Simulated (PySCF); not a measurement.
H4GeO4, triplet, at a GFN2-xTB geometry (a higher spin typed on purpose: for a closed-shell molecule this is an excited state). Base run: B3LYP/STO-3G run with PySCF.

Geometry (Å):
```xyz
9

O      0.5645     1.2474    -0.9700
Ge     0.0442     0.1689     0.3383
O     -1.6009     0.9469     0.7293
O     -0.5509    -1.3848    -0.7173
O      1.5277    -1.3868    -0.2589
H     -0.0197     2.0005    -1.0520
H     -2.1812     0.5257     1.3590
H     -0.5685    -2.2384    -0.2852
H      1.8304    -1.0727    -1.1128
```
Charge 0, spin multiplicity 3.
Orbitals are unrestricted.
All else is at PySCF's defaults.
Base energy -2351.97796 Eh.

The base run was repeated with changes; each row names its change, and settings that it needs were set with it.

| change | ΔE vs base (mEh) | grid points | electrons on the grid | outcome |
|---|---|---|---|---|
| base | 0.000 | 116200 | 68.00001 | converged |
| grids.radi_method = mura_knowles | 0.000 | 111032 | 68.00001 | converged |
| grids.level = 7 | 0.009 | 634432 | 68.00000 | converged |
| grids.level = 2 | 0.020 | 79360 | 67.99999 | converged |
| grids.prune = dft.gen_grid.sg1_prune | - | - | - | input refused |
| grids.level = 0 | -58.956 | 9272 | 68.01563 | converged |
| grids.becke_scheme = stratmann | 0.005 | 116200 | 68.00000 | converged |
| small_rho_cutoff = 0 | 0.000 | 116200 | 68.00001 | converged |
| grids.prune = dft.gen_grid.treutler_prune | -0.001 | 103304 | 68.00001 | converged |
| grids.atom_grid = (75, 302) | 0.021 | 128720 | 67.99999 | converged |
| grids.atom_grid = (30, 110) | -1.137 | 22128 | 67.99911 | converged |

Open shells are given as the SCF converged; they aren't shown to be the lowest states, and a large step between rows can be another state.

- grids.prune = dft.gen_grid.sg1_prune: ended with `IndexError: index 32 is out of bounds for axis 0 with size 19`
